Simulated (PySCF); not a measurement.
Theory: PBE0-D3(BJ)/def2-SVP geometry optimisation, gas phase, def2 core potentials past Kr (PySCF 2.14.0). One conformer each; commonest isotopes, rigid rotors.

Species:
1. `[SrH]` [radical]
2. Si(OH)Cl3, `O[Si](Cl)(Cl)Cl`
3. `[SiH3:1][S:2][SiH2:3][SiH2:4][GeH3:5]` with Si1–S2–Si3–Si4 61°, S2–Si3–Si4–Ge5 40°

Rotational constants (MHz) and dipole components (D):

```json
{"set": "P", "A": "1846", "B": "1799", "C": "1307", "μa": "1.24", "μb": "0.07", "μc": "1.30"}
{"set": "Q", "A": "–", "B": "109234", "C": "109234", "μa": "3.00", "μb": "0.00", "μc": "0.00"}
{"set": "R", "A": "1625", "B": "656.0", "C": "575.9", "μa": "0.16", "μb": "0.31", "μc": "1.08"}
```

Which set belongs to which species?

P = 2, Q = 1, R = 3.

- 1 (set Q): mass 88.9 u, 1 heavy atom, longest extent 2.2 Å, C∞v, linear, I = 4.63 u·Å².
- 2 (set P): mass 149.9 u, 5 heavy atoms, longest extent 3.9 Å, Cs, asymmetric top, Ia, Ib, Ic = 273.8, 280.9, 386.8 u·Å².
- 3 (set R): mass 199.9 u, 5 heavy atoms, longest extent 6.8 Å, C1, asymmetric top, Ia, Ib, Ic = 311.0, 770.4, 877.5 u·Å².

Point groups hold within 0.08 Å; constants that symmetry makes equal can differ a little in the computed geometry, and forbidden dipole components can keep a residue. No structure here is proved a minimum.
